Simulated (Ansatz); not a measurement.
Ca₂Si₂. The state is a triplet with charge 0. Geometry r2SCAN-D4/def2-TZVP, that of the charge +1 doublet; atoms count from 1.

```xyz
4

Ca   -1.2943    0.6047   -2.0550
Ca    1.3100   -0.5891    2.0496
Si    0.5537   -0.7802   -0.5782
Si   -0.5693    0.7646    0.5836
```

The structure comes from a short search, and lower isomers may exist.

Problem. Estimate the Mulliken populations from the PBE0/def2-TZVP orbitals of Ansatz.

Solution. 
```
atom  charge (e)  spin (α − β)
 Ca1        0.45          0.69
 Ca2        0.45          0.69
 Si3       -0.45          0.31
 Si4       -0.45          0.31
```
Mulliken values and Mayer orders depend strongly on the basis.

Problem. Where does the spin sit?

Solution. Summed by element: Ca 1.38, Si 0.62, of 2 unpaired in all. Largest on single atoms: Ca1 0.69, Ca2 0.69, Si3 0.31.

Problem. And the Mayer bond orders between bonded heavy atoms (over 0.3)?

Solution. Ca1–Si3 0.78 (2.74 Å); Ca1–Si4 0.78 (2.74 Å); Ca2–Si3 0.78 (2.74 Å); Ca2–Si4 0.78 (2.74 Å); Si3–Si4 1.59 (2.24 Å). Values over 0.3 also appear between atoms too far apart for a bond (Ca1–Ca2 0.51 at 5.01 Å); they arise where an orbital or an unpaired electron spreads over both atoms.
